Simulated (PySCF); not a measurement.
```xyz
3

Br    -1.6752    -0.2835     0.0000
B     -0.0002     0.5658     0.0000
Br     1.6754    -0.2823     0.0000
```

Charge 0, multiplicity 2.

### Question
Give the Mulliken and meta-Löwdin atomic charges from PySCF with PBE-D3(BJ)/def2-TZVP // PBE0-D3(BJ)/def2-TZVP.

### Answer

| atom | Mulliken (e) | meta-Löwdin (e) |
|---|---|---|
| Br1 | 0.01 | 0.06 |
| B2 | -0.02 | -0.12 |
| Br3 | 0.01 | 0.06 |
